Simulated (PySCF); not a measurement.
## Nonlinear optical response: `InChI=1S/C4H4Cl2O/c1-3(5)2-4(6)7/h2H,1H3/b3-2-`

Molfile (atoms numbered from 1):
```
C4H4Cl2O
     RDKit          3D

 11 10  0  0  0  0  0  0  0  0999 V2000
   -1.7796   -0.2731    0.0045 C   0  0  0  0  0  0  0  0  0  0  0  0
   -0.4405    0.3723   -0.0134 C   0  0  0  0  0  0  0  0  0  0  0  0
   -0.4705    2.0799   -0.0663 Cl  0  0  0  0  0  0  0  0  0  0  0  0
    0.7164   -0.3141    0.0091 C   0  0  0  0  0  0  0  0  0  0  0  0
    2.0266    0.2985   -0.0094 C   0  0  0  0  0  0  0  0  0  0  0  0
    2.3359    1.4460   -0.0414 O   0  0  0  0  0  0  0  0  0  0  0  0
    3.3037   -0.9468    0.0240 Cl  0  0  0  0  0  0  0  0  0  0  0  0
   -2.3463    0.0743    0.8670 H   0  0  0  0  0  0  0  0  0  0  0  0
   -1.6886   -1.3544    0.0436 H   0  0  0  0  0  0  0  0  0  0  0  0
   -2.3390    0.0116   -0.8851 H   0  0  0  0  0  0  0  0  0  0  0  0
    0.6873   -1.3915    0.0415 H   0  0  0  0  0  0  0  0  0  0  0  0
  1  2  1  0
  2  3  1  0
  2  4  2  0
  4  5  1  0
  5  6  2  0
  5  7  1  0
  1  8  1  0
  1  9  1  0
  1 10  1  0
  4 11  1  0
M  END
```

Method: PySCF, quadratic response B3LYP/def2-SVPD first hyperpolarisability, Taylor convention, gas phase. Geometry: GFN2-xTB.

Q: What is the first hyperpolarisability, and how does it disperse?

A: In 10⁻³⁰ esu, Taylor convention; the vector part is βᵢ = ⅓ Σⱼ (βᵢⱼⱼ + βⱼᵢⱼ + βⱼⱼᵢ); β∥ is 3/5 of the vector part along the dipole, the dipole points from − to +:
```tsv
process	λ (nm)	β vector norm	β∥	β HRS	depolarisation ratio
static β(0;0,0)	∞	2.43	1.04	1.02	4.79
second harmonic β(−2ω;ω,ω)	1907	2.64	1.14	1.10	4.81
Pockels β(−ω;ω,0)	1907	2.49	1.07	–	–
second harmonic β(−2ω;ω,ω)	1064	3.22	1.42	1.34	4.82
Pockels β(−ω;ω,0)	1064	2.65	1.15	–	–
```

Q: Which lowest excitations, dipole and polarisabilities go with it?

A: S1 4.04 eV (f = 0.000); S2 5.17 eV (f = 0.386); S3 5.20 eV (f = 0.001); dipole 4.43 D; isotropic α 85.2 au static, 85.5 au at 1907 nm, 86.4 au at 1064 nm, 86.7 au at 953.5 nm, 90.5 au at 532 nm.
